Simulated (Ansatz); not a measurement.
`O[SiH2]N[Si](O)(Cl)Cl` + `[NH2][AlH2]` → `O[SiH2][NH][AlH2]` + `N[Si](O)(Cl)Cl`  (ligand exchange at the Si–N bond)

Isolated molecules relaxed with PBE0-D4/def2-TZVP in Ansatz; ΔE leaves out vibrations. CCSD(T)/CBS adds triple-zeta CCSD(T) − MP2 to the extrapolated MP2 energy (def2 sets, frozen cores). This one scheme is used for every species. Functionals use def2-TZVPP. B3LYP here is the variant with VWN-RPA as its local correlation; programs differ in this. Each species was taken in one conformer, which may not be the lowest.

| level | ΔE (eV) |
| --- | --- |
| r2SCAN-D4 | 0.07 |
| PBE0-D4 | 0.08 |
| ωB97M-V | 0.08 |
| B3LYP | 0.03 |
| MP2/def2-QZVPP | 0.06 |
| SCS-MP2/def2-QZVPP | 0.05 |
| MP2/CBS(def2) | 0.06 |
| CCSD/CBS(def2) | 0.05 |

Task: What does CCSD(T)/CBS give? (Best estimate.)

Result: Ansatz gave: +0.06 eV. The listed levels differ from it by 0.01, 0.02, 0.02, -0.03, 0.00, -0.01, 0.00, -0.01 eV.

Largest T1 diagnostic among the species: 0.012.

The D4 term adds +0.07 eV with B3LYP and +0.04 eV with PBE0; it sums over pairs of atoms, weighted by their polarisabilities, and B3LYP, whose exchange is more repulsive, gets the larger term. In def2-TZVPP, CCSD(T) changes the Hartree–Fock value by +0.08 eV (the triples alone add +0.01 eV) and MP2 by +0.08 eV.
